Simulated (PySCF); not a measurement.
**Electronic absorption of C2H8FNSi2**

Species: C2H8FNSi2.
InChI=1S/C2H8FNSi2/c1-2-4(5)6-3/h2H,1,6H2,5H3

Computed, not measured: PySCF 2.14.0, density-fitted response routines, TDDFT CAM-B3LYP/def2-SVPD, vertical, gas phase, core orbitals frozen in the response. Geometry: GFN2-xTB, one conformer, isolated molecule. Torsions of this conformer, `[CH2:1]=[CH:2][N:3]([SiH3:4])[SiH2:5][F:6]`: C1–C2–N3–Si4 1°, C2–N3–Si5–F6 179°.

```json
{"state": "S1", "E (eV)": "5.69", "λ (nm)": "217.9", "f": "0.0035", "main configurations (H = HOMO, L = LUMO)": "H→L (88%)"}
{"state": "S2", "E (eV)": "6.03", "λ (nm)": "205.6", "f": "0.0072", "main configurations (H = HOMO, L = LUMO)": "H→L+1 (91%)"}
{"state": "S3", "E (eV)": "6.36", "λ (nm)": "194.8", "f": "0.307", "main configurations (H = HOMO, L = LUMO)": "H→L+2 (96%)"}
{"state": "S4", "E (eV)": "6.61", "λ (nm)": "187.5", "f": "0.031", "main configurations (H = HOMO, L = LUMO)": "H→L+3 (78%)"}
{"state": "S5", "E (eV)": "6.90", "λ (nm)": "179.8", "f": "0.0000", "main configurations (H = HOMO, L = LUMO)": "H→L+5 (80%)"}
{"state": "S6", "E (eV)": "7.25", "λ (nm)": "171.0", "f": "0.0032", "main configurations (H = HOMO, L = LUMO)": "H→L+4 (83%)"}
{"state": "S7", "E (eV)": "7.37", "λ (nm)": "168.3", "f": "0.0036", "main configurations (H = HOMO, L = LUMO)": "H→L+6 (79%), H→L+8 (9%)"}
{"state": "S8", "E (eV)": "7.62", "λ (nm)": "162.6", "f": "0.037", "main configurations (H = HOMO, L = LUMO)": "H→L+7 (97%)"}
```

Triplets (Tamm–Dancoff): T1 4.16 eV, H→L+2 (87%); T2 5.59 eV, H→L (86%); T3 5.88 eV, H→L+1 (90%).

The lowest singlet lies at 5.69 eV (218 nm, ultraviolet) and is very weak; its leading configuration is HOMO→LUMO (88%). The most intense listed level is S3 at 6.36 eV (195 nm, f = 0.307), 0.67 eV above S1. Löwdin shares by element: HOMO carbon 50%, nitrogen 30% (atoms not listed hold the other 20%); LUMO silicon 50%, hydrogen 19% or more (atoms not listed hold the other 31%). Of the 8 states listed, 3 reach f = 0.01 and 1 stays under 0.0005. Orbital energies (eV): HOMO-3 -11.47, HOMO-2 -11.20, HOMO-1 -10.62, HOMO -7.87, LUMO 0.78, LUMO+1 1.22, LUMO+2 1.42. The listed states span 1.93 eV. The window holds the lowest 8 singlets.
